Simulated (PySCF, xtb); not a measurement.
SiClF2I, SMILES I[Si](Cl)(F)F.

Harmonic wavenumbers (cm⁻¹) from GFN2-xTB in xtb at its own minimum, in rising order: 110, 143, 191, 197, 238, 411, 598, 874, 906.

Problem. What does B3LYP-D3(BJ)/def2-SVP (PySCF) give at its own minimum? (Estimate from the structure and the level; the computed values follow.)

Solution. 127, 171, 222, 241, 292, 410, 600, 894, 978. Paired by order, the mean absolute difference is 30 cm⁻¹ and the zero-point energies are 5.2 and 5.6 kcal/mol.
